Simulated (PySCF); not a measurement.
## UHF on Ar (argon, neutral)

Configuration: [Ar], closed-shell 1S. Computed with PySCF 2.14 in def2-SVP (4s3p1d, 18 functions), with no relativity, point nucleus.

- Total energy: -526.623385 hartree
- One-electron energy: -728.2032 hartree
- Hartree (Coulomb) energy: 231.7817 hartree
- Exchange energy: -30.2019 hartree
- Kinetic energy: 526.62337 hartree
- ⟨S²⟩: 0.0000
- ⟨L²⟩: 0.000
- Sum of ⟨r⟩: 15.95 bohr
- Sum of ⟨r²⟩: 25.21 bohr²
- Density at the nucleus (Gaussians lack the cusp): 3480 bohr⁻³
- Langevin diamagnetic susceptibility: -20.0 ×10⁻⁶ cm³/mol
- Time after the integrals: 0.03 s of wall time on 1 thread of Neoverse-V2 (shared host)

```
shell  electrons  mean orbital energy (eV)  rms radius, mean of both spins (bohr)
   1s          2                   -3225.9                                 0.0999
   2s          2                   -334.77                                  0.449
   2p          6                   -260.14                                  0.417
   3s          2                   -34.274                                   1.54
   3p          6                   -15.698                                   1.78
```
